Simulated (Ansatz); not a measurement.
The same path of C₂H₅ClSSn (10 atoms, charge 0, multiplicity 1) was run twice with different band settings. The coordinate that changes most is the dihedral H6–C1–C2–Cl3.

All numbers below come from RKS LDA/def2-SVP in Ansatz 0.2.0.

Relaxed end points:

```xyz
10
Properties=species:S:1:pos:R:3
C 0.844 -0.472 -2.197
C 0.224 -0.496 -1.009
Cl 0.534 -1.798 0.104
S -0.969 0.698 -0.537
Sn -0.699 0.693 1.886
H 0.675 0.373 -2.885
H 1.512 -1.294 -2.500
H -1.423 -0.704 2.562
H -1.578 2.108 2.308
H 0.964 0.841 2.272
```

```xyz
10
Properties=species:S:1:pos:R:3
C 0.849 -0.468 -2.195
C 0.223 -0.497 -1.010
Cl 0.526 -1.804 0.102
S -0.972 0.695 -0.538
Sn -0.701 0.691 1.885
H 1.520 -1.287 -2.499
H 0.682 0.379 -2.879
H -1.424 -0.706 2.562
H -1.581 2.105 2.306
H 0.962 0.840 2.268
```

Common settings: spring 5.0 eV/Å²; optimiser quadratic models (default); start path IDPP; force threshold 0.03 eV/Å; iteration limit 60; end points relaxed.

| run | movable images | climbing image |
| --- | --- | --- |
| 1 | 5 | yes |
| 2 | 6 | no |

**Question.** What does each run give, and how far can it be trusted?

**Answer.** Run 1: not converged after 60 iterations, highest image 1.153 eV above the first end. The band didn't meet its force threshold, so its energies are provisional: the largest band force was still 0.11 eV/Å, and over the last iterations the top stayed at 1.15 eV. Neighbouring images lie up to 2.8 Å apart, so the band is torn or far too coarse.
Run 2: converged after 16 iterations, highest image 2.028 eV above the first end. Neighbouring images differ by up to 1.4 eV, so the band resolves the path poorly. No image climbed, so the highest image needn't sit at the top of the path.
